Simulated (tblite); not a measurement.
C₇H₈NO₂ (charge -1).
Structure used (GFN2-xTB), in Å, numbered top down from 1:
```xyz
18
C7H8NO2 angstrom
C     -1.5500   -1.4843   -0.0497
C     -0.0932   -1.2233   -0.4383
O      0.5337   -2.1927   -0.9098
C      0.4969    0.0498   -0.2843
C      1.9697    0.0963   -0.6930
C      2.7953   -0.1888    0.4421
N      3.4389   -0.4192    1.3646
C     -0.0163    1.2984    0.1281
C     -1.4662    1.4563    0.5906
O      0.6751    2.3362    0.1180
H     -1.7203   -1.2716    1.0027
H     -2.2341   -0.8888   -0.6501
H     -1.7555   -2.5390   -0.2316
H      2.2124    1.0982   -1.0604
H      2.1553   -0.6615   -1.4604
H     -2.1651    1.2086   -0.2051
H     -1.6111    2.4999    0.8689
H     -1.6746    0.8319    1.4557
```

Level: GFN2-xTB in tblite, geometry and Hessian alike; calculated harmonic values, unscaled, isolated species. Errors from tens to a few hundred cm⁻¹ against measured bands are possible. One conformer, not necessarily the lowest.

Harmonic wavenumbers (cm⁻¹): 33.4, 48.5, 80.1, 113.4, 136.9, 259.6, 284.1, 291.5, 319.5, 336.4, 370.1, 437.2, 485.0, 555.0, 555.9, 583.0, 617.0, 725.2, 846.2, 965.6, 970.9, 972.3, 979.6, 1010.6, 1038.0, 1090.4, 1142.0, 1241.4, 1298.5, 1356.0, 1367.8, 1375.3, 1423.8, 1468.7, 1486.0, 1500.7, 1514.6, 1572.6, 1613.0, 2380.7, 2935.3, 2940.0, 3004.6, 3012.7, 3013.4, 3016.6, 3018.4, 3025.0.

A = 1511, B = 1248, C = 784.6 MHz; mass 138.056 u (most abundant isotopes); point group Cs, symmetry number 1.

Problem. Zero-point energy?

Solution. ½Σν̃ = 29406 cm⁻¹ = 351.78 kJ/mol.

Problem. Entropy at 350 K, 1 bar (ideal gas, RRHO, classical rotation)?

Solution. Translation 173.64, rotation 126.53, vibration 163.51: S = 463.7 J/(mol K).

Problem. And Cp and H(350 K) − H(0)?

Solution. Cp = 187.36 J/(mol K), of which vibrations give 154.10 (their classical limit is 48 R = 399.1); H(350 K) − H(0) = 40.26 kJ/mol without the zero-point energy, 28.62 from vibrations.

Problem. Which modes carry the vibrational entropy at 350 K?

Solution. 33.4 cm⁻¹: 24.83; 48.5 cm⁻¹: 21.74; 80.1 cm⁻¹: 17.59; 113.4 cm⁻¹: 14.74; 136.9 cm⁻¹: 13.20; 259.6 cm⁻¹: 8.16 J/(mol K); the other 42 give 63.26 together.

Problem. Blend soft modes into free rotors: weight 1/[1 + (100 cm⁻¹/ν̃)⁴] for the oscillator and the rest for a rotor with moment μB/(μ + B), μ = h/(8π²ν), B = 10⁻⁴⁴ kg m². What vibrational entropy results?

Solution. 145.94 J/(mol K) in place of 163.51, which changes −T·S at 350 K by +6.15 kJ/mol.

Hindered rotation and anharmonicity are outside this model. Other conformers, if any are populated, would add a mixing term that is left out.
